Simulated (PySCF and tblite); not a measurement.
Results of a calculation; reference values are marked as such.
C6H5NO, numbered as in [O:1]=[CH:2][c:3]1[cH:4][cH:5][cH:6][n:7][cH:8]1.

Level: PBE0-D3(BJ)/pcSseg-1 (IEF-PCM, chloroform)//GFN2-xTB, thermal terms from GFN2-xTB, symmetry numbers and mirror pairs counted. Conformers within 3 kcal/mol (GFN2-xTB free energy) were kept, 5 at most. Couplings: B3LYP/6-31G* with pcJ-1 on H (gas phase; spin-dipole term only for pairs with B, N, F, Si or P). Couplings are for ¹H. H–H couplings come out 0.1 to 0.9 Hz lower than with pcJ-1 on all atoms. Run with PySCF (density fitting) and tblite.

Torsions listed: O1–C2–C3–C4.

| conformer | shape | weight % |
| --- | --- | --- |
| 1 | 0° | 65.5 |
| 2 | 180° | 34.5 |

Task: Give the couplings in each conformer and the averages at 298.15 K (pairs that fast motion interchanges averaged).

Result: 
```
 coupling  pairs    1    2  average (Hz)
³J(H4,H5)      1  8.8  8.6           8.7
³J(H5,H6)      1  5.2  5.4           5.3
```
